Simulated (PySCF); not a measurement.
## Ar³⁺ (argon, charge +3): UHF calculation

Configuration: [Ne] 3s2 3p3, high-spin 4S determinant. Calculation: PySCF 2.14, in dyall-acv3z; scalar relativity by spin-free X2C-1e.

| Property | Result |
| --- | --- |
| Total energy | -525.681852 hartree |
| One-electron energy | -701.2918 hartree |
| Hartree (Coulomb) energy | 204.8251 hartree |
| Exchange energy | -29.2152 hartree |
| ⟨S²⟩ | 3.7508 |
| ⟨L²⟩ | 0.000 |
| Sum of ⟨r⟩ | 10.02 bohr |
| Sum of ⟨r²⟩ | 12.06 bohr² |
| Langevin diamagnetic susceptibility | -9.55 ×10⁻⁶ cm³/mol |

| shell | electrons | mean orbital energy (eV) | rms radius, mean of both spins (bohr) |
| --- | --- | --- | --- |
| 1s α | 1 | -3290.7 | 0.0991 |
| 1s β | 1 | -3289.2 | 0.0991 |
| 2s α | 1 | -386.19 | 0.445 |
| 2s β | 1 | -384.82 | 0.445 |
| 2p α | 3 | -309.52 | 0.416 |
| 2p β | 3 | -306.96 | 0.416 |
| 3s α | 1 | -80.171 | 1.39 |
| 3s β | 1 | -67.740 | 1.39 |
| 3p α | 3 | -59.227 | 1.50 |

Densities and radii are taken from the X2C orbitals without a picture-change correction, which distorts them close to the nucleus.

Spin-orbit constants ζ (cm⁻¹) from the X2C one-electron operator on these orbitals: bare nucleus, nucleus screened by l(l+1)(2l+1)/3 electrons, and screened by the Breit-Pauli mean field of the electrons.

```
shell   bare  screened nucleus  mean field
   2p  13220             11750       11090
   3p   1354              1203        1125
```
